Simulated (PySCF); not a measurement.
Working out the ionisation energy of Sn

Sn [Kr] 4d10 5s2 5p2 (3P) → Sn⁺ [Kr] 4d10 5s2 5p1 (2P). Computed with PySCF 2.14 in ANO-RCC-VTZP (7s6p4d2f1g, 68 functions), with scalar relativity by spin-free X2C-1e. Frozen: [Kr] 4d10. Energies in hartree (1 hartree = 27.21139 eV):

```json
{"part": "UHF", "Sn (lower)": "-6173.551969", "Sn⁺ (upper)": "-6173.299759"}
{"part": "CCSD correlation", "Sn (lower)": "-0.053305", "Sn⁺ (upper)": "-0.041870"}
{"part": "(T)", "Sn (lower)": "-0.001245", "Sn⁺ (upper)": "-0.000555"}
```

Problem. What does Hartree-Fock give?

Solution. (-6173.299759) − (-6173.551969) = 0.252210 hartree = 6.863 eV.

Problem. What do CCSD and CCSD(T) give?

Solution. The CCSD correlation energies differ by 0.011435 hartree = 0.311 eV and the triples by 0.000690 hartree = 0.019 eV, so CCSD gives 7.174 eV and CCSD(T) 7.193 eV.

Measured between the centres of the two terms (NIST): 7.389 eV, so CCSD(T) (valence) is off by -0.196 eV.

What remains against the reference includes basis incompleteness, the frozen core and higher excitations.
